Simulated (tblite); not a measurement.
Compound: C4H5ClFSi (doublet state).
Numbering: `[F:1][C:2]1=[CH:3][C@@H:4]1[SiH2:5][CH:6][Cl:7]` (hydrogens: H8 on C3; H9 on C4; H10, H11 on Si5; H12 on C6)

Structure optimised with GFN2-xTB, isolated species. This method treats the open shell by occupation alone, without spin polarisation.

Task: Give the optimised bond lengths and angles.

Result: 
```csv
bond,length (bohr),order
F1–C2,2.491,single
C2=C3,2.436,double
C3–C4,2.914,single
C4–Si5,3.575,single
Si5–C6,3.510,single
C6–Cl7,3.191,single
C2–C4,2.817,single
C3–H8,2.003,single
C4–H9,2.061,single
Si5–H10,2.774,single
Si5–H11,2.777,single
C6–H12,2.039,single
```

Orders are formal, as drawn. A selection of angles:
```csv
angle,degrees
F1–C2–C3,149.6
F1–C2–C4,143.4
C3–C2–C4,66.9
C2–C3–C4,62.8
C2–C3–H8,152.0
C4–C3–H8,145.2
C3–C4–Si5,121.9
C3–C4–H9,115.9
Si5–C4–H9,115.1
C2–C4–C3,50.3
C2–C4–Si5,122.4
C2–C4–H9,116.1
C4–Si5–C6,105.7
C4–Si5–H10,110.4
C4–Si5–H11,109.1
C6–Si5–H10,110.6
C6–Si5–H11,111.9
H10–Si5–H11,109.1
Si5–C6–Cl7,121.8
Si5–C6–H12,125.2
Cl7–C6–H12,113.0
```

Torsions: F1–C2–C3–C4 -179° (antiperiplanar); C2–C3–C4–Si5 108° (anticlinal); C3–C4–Si5–C6 -43° (synclinal); C4–Si5–C6–Cl7 174° (antiperiplanar); F1–C2–C4–C3 179° (antiperiplanar).

C2 (carbon bonded to 2 C and F) is planar (angles 149.6°, 143.4° and 66.9°, sum 360.0°, 0.01 Å off the plane of its three neighbours). The C–C distances run from 1.289 Å (C2=C3, drawn double) to 1.542 Å (C3–C4, drawn single), a spread of 0.253 Å. Si5 (silicon bonded to 2 C and 2 H) is distorted tetrahedral (angles from 105.7° to 111.9°). The 3-membered ring C2–C3–C4 has internal angles of 50.3° to 66.9°. The C–Si distances run from 1.857 Å (Si5–C6, drawn single) to 1.892 Å (C4–Si5, drawn single), a spread of 0.035 Å. Of the pairs four or more bonds apart, C2···H12 is among the closest relative to their van der Waals radii: 2.90 Å, 100 % of the sum of Bondi's values. C6 (carbon bonded to Cl, Si and H) is planar (angles 125.2°, 121.8° and 113.0°, sum 360.0°, 0.02 Å off the plane of its three neighbours).

Point group: C1 (no symmetry element, even within 0.4 Å). Its GFN2-xTB frequencies are all real (lowest 23 cm⁻¹).

The run took 0.49 s on one thread, Arm Neoverse V2 (aarch64), no GPU (shared host). This is the geometry optimisation.

One conformer stands for the species.

The numbers are calculated, not measured.
